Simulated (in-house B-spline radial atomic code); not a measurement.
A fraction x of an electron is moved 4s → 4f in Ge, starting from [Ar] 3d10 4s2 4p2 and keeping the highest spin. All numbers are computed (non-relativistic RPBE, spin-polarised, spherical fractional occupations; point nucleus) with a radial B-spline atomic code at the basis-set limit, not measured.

```json
{"x": "0", "E(x) - E(0) (eV)": "0.0000", "4s down level (eV)": "-10.266", "4f up level (eV)": "-"}
{"x": "0.25", "E(x) - E(0) (eV)": "2.7382", "4s down level (eV)": "-11.908", "4f up level (eV)": "-0.224"}
{"x": "0.5", "E(x) - E(0) (eV)": "5.8422", "4s down level (eV)": "-13.484", "4f up level (eV)": "-0.333"}
{"x": "0.625", "E(x) - E(0) (eV)": "?", "4s down level (eV)": "?", "4f up level (eV)": "?"}
{"x": "0.75", "E(x) - E(0) (eV)": "?", "4s down level (eV)": "?", "4f up level (eV)": "?"}
{"x": "0.875", "E(x) - E(0) (eV)": "11.2068", "4s down level (eV)": "-15.998", "4f up level (eV)": "-0.455"}
{"x": "1", "E(x) - E(0) (eV)": "13.1981", "4s down level (eV)": "-", "4f up level (eV)": "-0.489"}
```

Problem. What belongs in the row x = 0.625?

Solution. An energy change of 7.5325 eV; 4s down at -14.272 eV, 4f up at -0.377 eV.

Problem. What belongs in the row x = 0.75?

Solution. An energy change of 9.3182 eV; 4s down at -15.116 eV, 4f up at -0.423 eV.

Problem. Check Janak's theorem between x = 0.25 and 0.5.

Solution. The slope of the energy is 12.42 eV; the orbital levels give 12.42 eV (ε of the receiving orbital less ε of the emptying one, averaged over the two points).
